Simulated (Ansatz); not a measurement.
In₅P₄H₁₆⁻, a cluster cut from zinc blende InP (hydrogen-capped). Total charge -1; triplet. Geometry PBE0-D4/def2-SVP, that of the charge -1 singlet; atoms count from 1.

```xyz
25

P    -1.2569    0.3916    1.8539
P    -1.2189    1.2976   -1.9427
P     2.4077    0.8757    0.6118
P     0.3199   -2.1023   -0.8042
In    0.9180    1.4678    2.7074
In   -2.5872    1.8845    0.2357
In   -1.1849   -2.1574    1.3217
In   -0.7096   -1.0937   -2.9348
In    2.7980   -1.5000   -0.4675
H    -2.0741    0.4424    3.0205
H     0.0109    2.0073   -1.8827
H    -1.7941    2.0575   -2.9989
H     3.6967    1.4219    0.8647
H     2.0548    1.7690   -0.4356
H     0.4082   -3.4802   -1.1573
H     0.8134    3.2083    2.7405
H     1.6225    0.5684    4.0215
H    -2.3050    3.5799    0.5309
H    -4.1855    1.2631   -0.0674
H    -2.7835   -2.6644    0.8451
H    -0.3033   -2.9586    2.5948
H    -2.2747   -1.7706   -3.2873
H     0.4841   -0.8505   -4.1830
H     3.5333   -2.4449    0.7968
H     3.6103   -1.2124   -1.9839
```

In the def2 sets In takes a core potential; there is no spin–orbit coupling. The highest occupied level of the charge -1 triplet lies above zero (up to 0.72 eV). By energy differences its removal costs 0.33 eV (vertical, to the charge 0 doublet, at PBE0-D4/def2-SVP); self-interaction error and the lack of diffuse functions both raise the level. At PBE0-D4/def2-SVP a singlet of charge -1 lies 4.91 eV below the triplet at the same geometry.

**Question.** Estimate the Mulliken populations from the PBE0/def2-SVP orbitals of Ansatz.

**Answer.** 
| atom | charge (e) | spin (α − β) |
| --- | --- | --- |
| P1 | -0.03 | 0.57 |
| P2 | -0.18 | -0.01 |
| P3 | -0.18 | -0.01 |
| P4 | -0.35 | -0.01 |
| In5 | 0.03 | 0.34 |
| In6 | 0.03 | 0.34 |
| In7 | 0.06 | 0.48 |
| In8 | 0.23 | 0.01 |
| In9 | 0.23 | 0.01 |
| H10 | 0.08 | -0.05 |
| H11 | 0.03 | 0.00 |
| H12 | 0.03 | 0.00 |
| H13 | 0.03 | 0.00 |
| H14 | 0.03 | 0.00 |
| H15 | 0.03 | 0.01 |
| H16 | -0.09 | 0.11 |
| H17 | -0.11 | 0.00 |
| H18 | -0.09 | 0.11 |
| H19 | -0.11 | 0.00 |
| H20 | -0.09 | 0.05 |
| H21 | -0.09 | 0.05 |
| H22 | -0.12 | 0.00 |
| H23 | -0.13 | 0.00 |
| H24 | -0.12 | 0.00 |
| H25 | -0.13 | 0.00 |
Mulliken values and Mayer orders depend strongly on the basis.

**Question.** Where does the spin sit?

**Answer.** Summed by element: P 0.54, In 1.18, H 0.28, of 2 unpaired in all. Largest on single atoms: P1 0.57, In7 0.48, In5 0.34.

**Question.** And the Mayer bond orders between bonded heavy atoms (over 0.3)?

**Answer.** P1–In5 0.60 (2.57 Å); P1–In6 0.60 (2.57 Å); P1–In7 0.34 (2.61 Å); P2–In6 0.65 (2.64 Å); P2–In8 0.64 (2.64 Å); P3–In5 0.65 (2.64 Å); P3–In9 0.64 (2.64 Å); P4–In7 0.74 (2.61 Å); P4–In8 0.76 (2.57 Å); P4–In9 0.76 (2.57 Å).
